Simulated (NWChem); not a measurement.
System: PbHOCl, singlet; SMILES [OH][Pb][Cl]

Input file for NWChem:

```
start job
memory heap 200 mb stack 900 mb global 1100 mb
geometry units angstroms
  Pb    -0.001475    -0.163560     0.308927
  Cl     0.412636     1.701188    -1.267919
  O     -0.823613    -1.501266    -1.130728
  H     -1.137262    -2.384389    -0.959466
end
basis spherical
  * library def2-svp
end
ecp
  Pb library def2-ecp
end
dft
  xc xpbe96 cpbe96
  disp vdw 4
  iterations 150
end
driver
  maxiter 120
end
task dft optimize
dft
  grid fine
  convergence energy 1d-8 density 1d-7
end
task dft freq numerical
```

NWChem printed, in part:

```
             Northwest Computational Chemistry Package (NWChem) 7.3.0
             --------------------------------------------------------

 CS  symmetry detected

                             Geometry "geometry" -> ""
                             -------------------------

 Output coordinates in angstroms (scale by  1.889725989 to convert to a.u.)

  No.       Tag          Charge          X              Y              Z
 ---- ---------------- ---------- -------------- -------------- --------------
    1 Pb                  82.0000     0.24276520     0.32515503     0.00000000
    2 Cl                  17.0000    -0.19893195    -2.11208110     0.00000000
    3 O                    8.0000    -1.80063503     0.92722669     0.00000000
    4 H                    1.0000    -2.11982290     1.82485228     0.00000000

 Effective nuclear repulsion energy (a.u.)     503.7258274117

      Symmetry information
      --------------------

 Group name             Cs
 Group number              2
 Group order               2
 No. of unique centers     4

                                Z-matrix (autoz)
                                --------

 Units are Angstrom for bonds and degrees for angles

      Type          Name      I     J     K     L     M      Value
      ----------- --------  ----- ----- ----- ----- ----- ----------
    1 Stretch                  1     2                       2.47694
    2 Stretch                  1     3                       2.13025
    3 Stretch                  3     4                       0.95269
    4 Bend                     1     3     4               125.99214
    5 Bend                     2     1     3                96.14504
    6 Torsion                  2     1     3     4         180.00000

                           NWChem Geometry Optimization
                           ----------------------------

 maximum gradient threshold         (gmax) =   0.000450
 rms gradient threshold             (grms) =   0.000300
 maximum cartesian step threshold   (xmax) =   0.001800
 rms cartesian step threshold       (xrms) =   0.001200
 fixed trust radius                (trust) =   0.300000
 source of zmatrix                         =   autoz

          -------------------
          Energy Minimization
          -------------------

 Using diagonal initial Hessian
 Scaling for Hessian diagonals: bonds = 1.00  angles = 0.25  torsions = 0.10

          --------
          Step   0

[...]

      ----------------------
      Optimization converged
      ----------------------

  Step       Energy      Delta E   Gmax     Grms     Xrms     Xmax
  ---- ---------------- -------- -------- -------- -------- --------
@    6    -728.52777171 -7.7D-07  0.00031  0.00015  0.00069  0.00160
                                     ok       ok       ok       ok

                                Z-matrix (autoz)
                                --------

 Units are Angstrom for bonds and degrees for angles

      Type          Name      I     J     K     L     M      Value     Gradient
      ----------- --------  ----- ----- ----- ----- ----- ---------- ----------
    1 Stretch                  1     2                       2.50479    0.00031
    2 Stretch                  1     3                       2.13659    0.00000
    3 Stretch                  3     4                       0.97922    0.00016
    4 Bend                     1     3     4               109.91242    0.00004
    5 Bend                     2     1     3                95.11433    0.00007
    6 Torsion                  2     1     3     4         180.00000    0.00000

                         Geometry "geometry" -> "geometry"
                         ---------------------------------

 Output coordinates in angstroms (scale by  1.889725989 to convert to a.u.)

[...]

 Rotational Constants
 --------------------
 A=   0.242432 cm-1  (  0.348798 K)
 B=   0.085133 cm-1  (  0.122485 K)
 C=   0.063007 cm-1  (  0.090652 K)

 Temperature                      =   298.15K
 frequency scaling parameter      =   1.0000

 Zero-Point correction to Energy  =    8.145 kcal/mol  (  0.012981 au)
 Thermal correction to Energy     =   11.023 kcal/mol  (  0.017566 au)
 Thermal correction to Enthalpy   =   11.615 kcal/mol  (  0.018510 au)

 Total Entropy                    =   75.472 cal/mol-K
   - Translational                =   42.547 cal/mol-K (mol. weight = 259.9482)
   - Rotational                   =   26.608 cal/mol-K (symmetry #  =        1)
   - Vibrational                  =    6.318 cal/mol-K

 Cv (constant volume heat capacity) =   13.117 cal/mol-K
   - Translational                  =    2.979 cal/mol-K
   - Rotational                     =    2.979 cal/mol-K
   - Vibrational                    =    7.158 cal/mol-K

[normal modes left out]

 ----------------------------------------------------------------------------
 Normal Eigenvalue ||           Projected Infra Red Intensities
  Mode   [cm**-1]  || [atomic units] [(debye/angs)**2] [(KM/mol)] [arbitrary]
 ------ ---------- || -------------- ----------------- ---------- -----------
    1       -0.000 ||    0.000737           0.017         0.718       0.275
    2       -0.000 ||    0.003101           0.072         3.023       1.156
    3       -0.000 ||    0.004479           0.103         4.366       1.670
    4       -0.000 ||    0.001507           0.035         1.469       0.562
    5        0.000 ||    0.000012           0.000         0.012       0.004
    6        0.000 ||    0.001569           0.036         1.529       0.585
    7      131.160 ||    0.001495           0.034         1.458       0.557
    8      312.763 ||    0.045010           1.038        43.878      16.780
    9      358.814 ||    0.095063           2.193        92.672      35.440
   10      518.073 ||    0.060114           1.387        58.602      22.411
   11      703.375 ||    0.068596           1.583        66.870      25.573
   12     3676.342 ||    0.040199           0.927        39.188      14.987
 ----------------------------------------------------------------------------
```

Level: PBE-D3(BJ)/def2-SVP with def2 effective core potentials on Pb. Low-valent species are run as closed-shell singlets; no triplet was tried in these runs. def2 effective core potentials on Pb; no spin-orbit coupling.
